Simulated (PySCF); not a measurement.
A PySCF script (with the pyscf-properties extension) for the NMR shieldings of SMILES N#CCCC[B@H-]([NH3+])Cl, C₄H₁₀BClN₂, on a GFN2-xTB geometry:

```python
import basis_set_exchange as bse
import numpy as np
from pyscf import gto, dft
from pyscf.prop import nmr

atoms = """
N    -2.039252    2.515608   -0.918950
C    -2.190054    1.411110   -0.661585
C    -2.316311    0.026014   -0.295272
C    -0.964366   -0.492265    0.221976
C     0.081989   -0.566986   -0.893815
B     1.592958   -0.791233   -0.351890
N     2.144618    0.663167    0.163151
Cl    2.770155   -1.139297   -1.737891
H    -3.087837   -0.057549    0.475872
H    -2.633717   -0.547064   -1.170067
H    -0.625170    0.171062    1.023342
H    -1.104675   -1.482857    0.656516
H     0.024010    0.349908   -1.488860
H    -0.201797   -1.376966   -1.568544
H     1.731490   -1.570875    0.528572
H     1.588501    1.034702    0.929015
H     2.103812    1.297624   -0.632780
H     3.116886    0.562214    0.444793
"""
names = dict.fromkeys(["N", "C", "B", "Cl", "H"], "pcSseg-1")
basis = {el: gto.basis.parse(bse.get_basis(n, elements=[el], fmt="nwchem")) for el, n in names.items()}
mol = gto.M(atom=atoms, basis=basis, charge=0, verbose=0)
mf = dft.RKS(mol, xc="PBE0")
mf.grids.level = 2
mf.grids.alignment = dft.numint.BLKSIZE   # the property module wants whole blocks of grid points
mf.conv_tol = 1e-9
mf.kernel()

calc = nmr.RKS(mf)   # GIAO
C = mf.mo_coeff
Co = C[:, mf.mo_occ > 0]
resp = mf.gen_response(singlet=True, hermi=2)
def vind(x):   # induced exchange potential for any number of trial vectors
    d = np.einsum("pi,xij,qj->xpq", C, 2 * x.reshape(-1, C.shape[1], Co.shape[1]), Co, optimize=True)
    return np.einsum("xpq,pi,qj->xij", resp(d - d.transpose(0, 2, 1)), C, Co, optimize=True).ravel()
mo1, _ = nmr.rhf.solve_mo1(calc, with_cphf=vind)
sigma = calc.kernel(mo1)
for i, s in enumerate(sigma):   # ppm
    w = np.linalg.eigvalsh((s + s.T) / 2)
    print("%2d %-2s iso %8.1f  s11 %8.1f  s22 %8.1f  s33 %8.1f" % (i, mol.atom_pure_symbol(i), w.mean(), *w))
```

**Question.** What are the results?

**Answer.** 
```
 0 N  iso    -27.5  s11   -198.2  s22   -186.9  s33    302.7
 1 C  iso     60.1  s11    -60.5  s22    -50.0  s33    291.0
 2 C  iso    165.9  s11    153.8  s22    164.1  s33    179.8
 3 C  iso    156.5  s11    147.5  s22    154.0  s33    168.0
 4 C  iso    158.5  s11    141.5  s22    154.6  s33    179.4
 5 B  iso    107.7  s11     97.6  s22    108.6  s33    117.1
 6 N  iso    205.0  s11    194.4  s22    200.8  s33    219.8
 7 Cl iso    941.1  s11    823.7  s22    992.8  s33   1006.7
 8 H  iso     29.2  s11     23.8  s22     27.4  s33     36.6
 9 H  iso     29.7  s11     25.8  s22     27.9  s33     35.4
10 H  iso     30.9  s11     26.0  s22     32.0  s33     34.7
11 H  iso     29.9  s11     24.6  s22     29.2  s33     35.8
12 H  iso     31.2  s11     27.1  s22     32.3  s33     34.1
13 H  iso     30.6  s11     25.4  s22     31.3  s33     35.2
14 H  iso     28.5  s11     25.8  s22     28.9  s33     30.9
15 H  iso     28.4  s11     21.2  s22     25.8  s33     38.2
16 H  iso     28.8  s11     25.4  s22     25.7  s33     35.4
17 H  iso     28.4  s11     22.3  s22     25.2  s33     37.8
```

These numbers come from an equivalent density-fitted implementation of the same equations, which agrees with the script to about 0.01 ppm for H and up to a few tenths of a ppm for heavy atoms, so last digits may differ.

Size and cost of the density-fitted run: 193 basis functions, 44 s wall time on 1 thread of an Arm Neoverse V1, shared host; peak memory 0.86 GiB.
